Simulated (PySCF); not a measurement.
SiMe3(NHMe), C4H13NSi.
Bonds: Si1–C2, Si1–C6, Si1–C10, Si1–N14, N14–C15. Hydrogens: H3, H4, H5 on C2; H7, H8, H9 on C6; H11, H12, H13 on C10; H16 on N14; H17, H18, H19 on C15.

The calculation used PBE0-D3(BJ)/def2-SVP geometry optimisation, gas phase (PySCF).

Problem. List the bond lengths, angles and torsions at this level.

Solution. 
```json
{"bond": "Si1–C2, Si1–C6, Si1–C10", "length (Å)": "1.881"}
{"bond": "Si1–N14", "length (Å)": "1.743"}
{"bond": "C2–H3 and 8 like bonds", "length (Å)": "1.102"}
{"bond": "N14–C15", "length (Å)": "1.441"}
{"bond": "N14–H16", "length (Å)": "1.014"}
{"bond": "C15–H17, C15–H18, C15–H19", "length (Å)": "1.105"}
```

Bonds in one row agree within 0.01 Å and their mean is given. A selection of angles:
```json
{"angle": "C2–Si1–C6", "degrees": "108.3"}
{"angle": "C2–Si1–C10", "degrees": "111.0"}
{"angle": "C2–Si1–N14", "degrees": "108.9"}
{"angle": "C6–Si1–C10", "degrees": "109.5"}
{"angle": "C6–Si1–N14", "degrees": "112.8"}
{"angle": "C10–Si1–N14", "degrees": "106.4"}
{"angle": "Si1–C2–H3", "degrees": "111.0"}
{"angle": "H3–C2–H4", "degrees": "108.4"}
{"angle": "Si1–N14–C15", "degrees": "124.7"}
{"angle": "Si1–N14–H16", "degrees": "116.5"}
{"angle": "C15–N14–H16", "degrees": "113.4"}
{"angle": "N14–C15–H17", "degrees": "114.6"}
{"angle": "N14–C15–H18", "degrees": "110.0"}
{"angle": "N14–C15–H19", "degrees": "111.6"}
{"angle": "H17–C15–H18", "degrees": "106.7"}
{"angle": "H18–C15–H19", "degrees": "106.3"}
```

Torsions: C2–Si1–N14–C15 -58° (synclinal). The mirror-image conformer, all signs reversed, is as good.

Of the pairs four or more bonds apart, C2···H18 is among the closest relative to their van der Waals radii: 3.02 Å, 104 % of the sum of Bondi's values. N14 (nitrogen bonded to C, Si and H) has angles 124.7°, 116.5° and 113.4°, sum 354.6°, 0.18 Å off the plane of its three neighbours. Si1 (silicon bonded to 3 C and N) is tetrahedral (angles from 106.4° to 112.8°).

Not checked by PBE0-D3(BJ)/def2-SVP frequencies.
